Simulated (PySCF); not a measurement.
# Which element holds N most strongly?

PBE in PySCF with def2-TZVPPD on every atom (core potentials on In, Sb), for the lowest determinant that a PBE0 search found; no spin–orbit coupling. D0 is De less the harmonic zero-point energy.

| M | state (unpaired electrons) | Re (Å) | ωe (cm⁻¹) | D0(MN) (eV) |
| --- | --- | --- | --- | --- |
| Cu | triplet (π ↑↑) | 1.765 | 617 | 2.39 |
| In | triplet (π ↑↑) | 2.244 | 418 | 2.19 |
| Zn | quartet (σ ↑, π ↑↑) | 2.041 | 359 | 0.57 |
| Sb | singlet (closed shell) | 1.833 | 903 | 4.16 |
| C | doublet (σ ↑) | 1.174 | 2093 | 8.43 |
| As | singlet (closed shell) | 1.627 | 1087 | 5.47 |
| P | singlet (closed shell) | 1.499 | 1341 | 6.69 |

Question: Order the elements by D0 and give the energy of CuN + Sb → SbN + Cu.

Answer: C > P > As > Sb > Cu > In > Zn; ΔE = 2.39 − 4.16 = -1.77 eV at PBE/def2-TZVPPD. Close neighbours can swap at other levels.

Spin–orbit coupling is left out, which matters for elements this heavy, above all for dissociation energies. States were picked by a PBE0 search and need not be the measured ground states.
